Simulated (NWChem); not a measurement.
# C2H7Sb; SMILES [CH3][SbH][CH3]

All runs: NWChem. The geometry was optimised at PBE0/def2-SVP. No frequency run checked for a minimum. def2 effective core potentials on Sb; no spin-orbit coupling.

Diagonal of the polarisability tensor at B3LYP/def2-SVPD, static: 73.44, 64.01, 80.91 bohr³.

Q: Find the mean polarisability volume, the molar refraction, and the refractive index that an ideal gas of it would have at 273.15 K and 1 atm.

A: 
1. Mean: one third of the trace = 72.78 bohr³ × 0.14818 Å³/bohr³ = 10.79 Å³.
2. Molar refraction (Lorentz-Lorenz): (4π/3) N_A α = 27.2 cm³/mol.
3. Number density p/kT = 2.687 × 10⁻⁵ Å⁻³; n − 1 = 2π N α = 18.21 × 10⁻⁴.
4. These hold the electronic response alone: vibrational and orientational terms add to the static dielectric constant.
